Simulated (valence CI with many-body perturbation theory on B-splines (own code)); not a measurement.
The numbers below are computed, except where a source is named.
**Energy levels of Cl12+**

Level of theory: valence CI with perturbative core correlation (CI+MBPT): three valence electrons over a frozen Dirac-Fock core [He], radial functions for each j: 11 s, 11 p, 9 d, 7 f, 5 g, 2 h, 1 i, with the one-electron correlation potential Σ1, the two-electron term Σ2, the three-electron term Σ3, Breit, model QED; selected CI, second order for the rest, scaled by the run's own slope (own B-spline code, finite nucleus).

No measured levels were compared; by estimate levels of excited configurations hold to 0.05 to 0.15 % of their energy, terms of the ground configuration to about 0.5 %.

Levels 46 to 75 of 75, with energies above the lowest level, 2s2 2p 2P°_1/2. "Leading %" is the weight of the configuration and term that name the level; weights of strongly mixed levels are sums over their largest components and can fall short. In the jj column 3d3/2^4 stands for four electrons in 3d with j = 3/2.

| No. | Configuration | Term | J | E (eV) | Leading % | g | Leading jj |
| --- | --- | --- | --- | --- | --- | --- | --- |
| 46 | 2s 2p 3s | 2P° | 1/2 | 421.70 | 92 | 0.653 | 2s 2p3/2 3s (63 %) |
| 47 | 2s 2p 3s | 2P° | 3/2 | 421.72 | 82 | 1.281 | 2s 2p3/2 3s (60 %) |
| 48 | 2s 2p 3d | 2D° | 3/2 | 422.13 | 77 | 0.885 | 2s 2p3/2 3d5/2 (35 %) |
| 49 | 2s 2p 3d | 2D° | 5/2 | 422.36 | 64 | 1.247 | 2s 2p3/2 3d3/2 (69 %) |
| 50 | 2s 2p 3d | 4D° | 7/2 | 422.39 | 95 | 1.421 | 2s 2p3/2 3d5/2 (68 %) |
| 51 | 2s 2p 3d | 4P° | 5/2 | 423.44 | 71 | 1.515 | 2s 2p3/2 3d5/2 (73 %) |
| 52 | 2s 2p 3d | 4P° | 3/2 | 423.66 | 87 | 1.669 | 2s 2p3/2 3d3/2 (65 %) |
| 53 | 2s 2p 3d | 4P° | 1/2 | 423.85 | 96 | 2.594 | 2s 2p3/2 3d3/2 (91 %) |
| 54 | 2s 2p 3d | 2F° | 5/2 | 427.82 | 98 | 0.862 | 2s 2p1/2 3d5/2 (50 %) |
| 55 | 2s 2p 3d | 2F° | 7/2 | 429.14 | 99 | 1.143 | 2s 2p3/2 3d3/2 (53 %) |
| 56 | 2s 2p 3d | 2P° | 3/2 | 429.68 | 95 | 1.328 | 2s 2p3/2 3d5/2 (46 %) |
| 57 | 2s 2p 3d | 2P° | 1/2 | 430.45 | 97 | 0.666 | 2s 2p3/2 3d5/2 (83 %) |
| 58 | 2s 2p 3p | 2P | 1/2 | 434.31 | 87 | 0.678 | 2s 2p3/2 3p1/2 (47 %) |
| 59 | 2s 2p 3p | 2D | 3/2 | 434.38 | 70 | 0.938 | 2s 2p3/2 3p1/2 (68 %) |
| 60 | 2s 2p 3p | 2D | 5/2 | 434.65 | 94 | 1.200 | 2s 2p3/2 3p3/2 (61 %) |
| 61 | 2s 2p 3p | 2P | 3/2 | 434.87 | 65 | 1.194 | 2s 2p3/2 3p3/2 (67 %) |
| 62 | 2s 2p 3p | 2S | 1/2 | 437.59 | 92 | 1.994 | 2s 2p3/2 3p3/2 (55 %) |
| 63 | 2p2 3s | 4P | 1/2 | 441.64 | 98 | 2.656 | 2p1/2^2 3s (50 %) |
| 64 | 2p2 3s | 4P | 3/2 | 442.45 | 98 | 1.730 | 2p1/2 2p3/2 3s (91 %) |
| 65 | 2p2 3s | 4P | 5/2 | 443.57 | 97 | 1.594 | 2p3/2^2 3s (55 %) |
| 66 | 2s 2p 3d | 2F° | 7/2 | 445.14 | 93 | 1.143 | 2s 2p3/2 3d5/2 (62 %) |
| 67 | 2s 2p 3d | 2F° | 5/2 | 445.20 | 93 | 0.857 | 2s 2p3/2 3d3/2 (66 %) |
| 68 | 2s 2p 3d | 2D° | 3/2 | 446.66 | 98 | 0.800 | 2s 2p3/2 3d3/2 (61 %) |
| 69 | 2s 2p 3d | 2D° | 5/2 | 446.89 | 98 | 1.199 | 2s 2p3/2 3d5/2 (66 %) |
| 70 | 2p2 3s | 2P | 1/2 | 448.16 | 84 | 0.677 | 2p1/2 2p3/2 3s (61 %) |
| 71 | 2s 2p 3d | 2P° | 1/2 | 448.78 | 96 | 0.668 | 2s 2p3/2 3d3/2 (68 %) |
| 72 | 2s 2p 3d | 2P° | 3/2 | 448.95 | 96 | 1.334 | 2s 2p3/2 3d5/2 (62 %) |
| 73 | 2p2 3s | 2P | 3/2 | 449.32 | 77 | 1.284 | 2p1/2 2p3/2 3s (60 %) |
| 74 | 2p2 3p | 2S° | 1/2 | 451.16 | 89 | 1.937 | 2p1/2 2p3/2 3p1/2 (26 %) |
| 75 | 2p2 3p | 4D° | 1/2 | 452.24 | 93 | 0.090 | 2p1/2^2 3p1/2 (35 %) |

Names give the largest LS component (configuration and term), which can be under half, so a name can repeat, a term be missing and a line seem to break the LS rules; names also repeat where a configuration has a term twice.

Where two levels of one J and parity lie close, their mixing, g and order are uncertain.
